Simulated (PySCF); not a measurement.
Pb⁴⁵⁺: ionisation energy

Pb⁴⁵⁺ [Kr] 4d1 (2D) → Pb⁴⁶⁺ [Kr] (1S), as a difference of total energies. Computed with PySCF 2.14 in an uncontracted even-tempered set (18 s from 5.2 bohr⁻², ratio 2.5; 14 p from 6.7 bohr⁻², ratio 2.5; 8 d from 6.7 bohr⁻², ratio 2.5; 4 f from 27 bohr⁻², ratio 2.7; 3 g from 41 bohr⁻², ratio 2.7), with the spin-free X2C one-electron Hamiltonian (Gaussian nucleus). The calculations carry no spin-orbit coupling.

```json
{"method": "UHF", "ionisation energy (eV)": "2273.4"}
{"method": "BHandHLYP", "ionisation energy (eV)": "2275.7"}
{"method": "M06-2X", "ionisation energy (eV)": "2276.2"}
```

Breit and QED terms and the two-electron picture change are absent.

The reference lies between the lowest fine-structure levels, while these numbers refer to the centres of the terms.

For comparison: 2292 ± 4 eV (theoretical estimate listed by NIST; NIST Atomic Spectra Database, ionization energies).
